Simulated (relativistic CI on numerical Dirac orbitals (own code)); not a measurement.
## Level scheme of Ta LIII

These numbers are calculated, not measured: Dirac-Coulomb-Breit CI, orbitals from a KLI potential per configuration, a model potential for QED, unscaled Slater integrals (own radial code, finite nucleus).

Configuration list (outside the closed core [Ne]): 3s2 3p6 3d3, 3s2 3p5 3d4, 3s 3p6 3d4, 3s2 3p6 3d2 4s, 3s2 3p6 3d2 4p, 3s2 3p6 3d2 4d, 3s2 3p5 3d3 4s, 3s2 3p6 3d2 4f, 3s2 3p5 3d3 4p, 3s 3p6 3d3 4s, 3p6 3d4 4p, 3p6 3d5, 3p5 3d6, 3p5 3d5 4s, 3p6 3d4 4s, 3p5 3d4 4s2, 3s2 3p6 3d 4s2, 3s2 3p6 4s2 4p, 3s2 3p6 4s2 4d. Double excitations out of closed p, d and f shells are left out; levels of such configurations are missing from the list, as are those of other unlisted configurations, and high levels can miss mixing partners. These lack a partner that the ground configuration has and come out too high: 3s2 3p5 3d3 4p.

The lowest level is 3s2 3p6 3d3 4F_3/2, with 45 % of that term; Hund's rules for 3s2 3p6 3d3 give 4F with J = 3/2, in agreement.

```tsv
No.	Configuration	Term	J	E (eV)	%	Next component (%)	Landé g	Lifetime (s)
1	3s2 3p6 3d3	4F	3/2	0.000	45	39 2D	0.713	
2	3s2 3p6 3d3	4F	5/2	60.523	82	16 2D	1.050	3.64e-07
3	3s2 3p6 3d3	4P	3/2	67.102	38	32 4F	1.171	4.49e-07
4	3s2 3p6 3d3	2H	9/2	70.584	46	42 2G	1.034	
5	3s2 3p6 3d3	2G	7/2	70.655	49	32 4F	1.037	1.41e-04
6	3s2 3p6 3d3	4P	1/2	72.581	58	42 2P	1.810	1.20e-06
7	3s2 3p6 3d3	2D	5/2	96.072	43	34 4P	1.245	3.34e-06
8	3s2 3p6 3d3	4F	7/2	130.082	66	32 2G	1.113	2.01e-07
9	3s2 3p6 3d3	4F	9/2	134.607	51	41 2H	1.129	3.41e-07
10	3s2 3p6 3d3	4P	3/2	140.246	41	38 2D	1.109	1.68e-07
11	3s2 3p6 3d3	2P	1/2	143.260	58	42 4P	1.505	2.60e-07
12	3s2 3p6 3d3	2H	11/2	144.208	100		1.079	8.58e-07
13	3s2 3p6 3d3	2D	5/2	144.895	42	36 4P	1.281	3.24e-07
14	3s2 3p6 3d3	2F	5/2	153.547	43	40 2D	1.094	5.15e-07
15	3s2 3p6 3d3	2F	7/2	154.157	79	19 2G	1.086	6.51e-07
16	3s2 3p6 3d3	2D	3/2	174.828	77	18 2P	0.892	3.26e-07
17	3s2 3p6 3d3	2G	9/2	204.166	50	37 4F	1.157	1.69e-07
18	3s2 3p6 3d3	2D	3/2	218.932	45	40 2P	1.123	1.60e-07
19	3s2 3p6 3d3	2D	5/2	229.517	60	22 2F	1.160	1.30e-07
20	3s2 3p5 3d4	4P°	3/2	280.865	20	19 4D°	1.429	1.30e-10
21	3s2 3p5 3d4	6D°	5/2	334.744	28	25 4D°	1.486	9.69e-11
22	3s2 3p5 3d4	4P°	1/2	342.819	28	25 6D°	1.816	4.55e-11
23	3s2 3p5 3d4	2D°	3/2	344.699	25	22 4F°	1.307	1.39e-10
24	3s2 3p5 3d4	4D°	7/2	345.273	23	19 2F°	1.283	8.55e-11
25	3s2 3p5 3d4	4F°	9/2	345.694	29	20 4G°	1.212	1.24e-10
26	3s2 3p5 3d4	4G°	11/2	350.488	32	26 2H°	1.154	1.78e-10
27	3s2 3p5 3d4	2G°	7/2	352.168	22	20 2F°	1.087	8.56e-11
28	3s2 3p5 3d4	4F°	5/2	357.886	27	21 2D°	1.065	7.08e-11
29	3s2 3p5 3d4	4D°	3/2	360.000	23	19 4P°	1.418	1.01e-10
30	3s2 3p5 3d4	4D°	5/2	364.514	26	18 4F°	1.275	1.28e-10
```

Energies count from the lowest computed level; ° marks odd parity; lifetimes are radiative, by E1, M1, E2, M2, E3 decay to levels of this space only; some are left blank where a channel outside the calculation adds to the decay or the decay crosses a small, uncertain gap.

The mean weight of the leading LS term, summed over parents, in these 30 levels is 45 %, and that of the leading jj configuration (from the same eigenvectors) 97 %, so jj coupling describes them better and the LS labels are nominal.

At this charge energies of transitions that change n are usually good to better than 1 %, and those within a shell (Δn = 0) to a few per cent.

LS names give the leading component of a level, which can be under half, so a name can repeat, a term be missing and a line seem to break the LS rules.
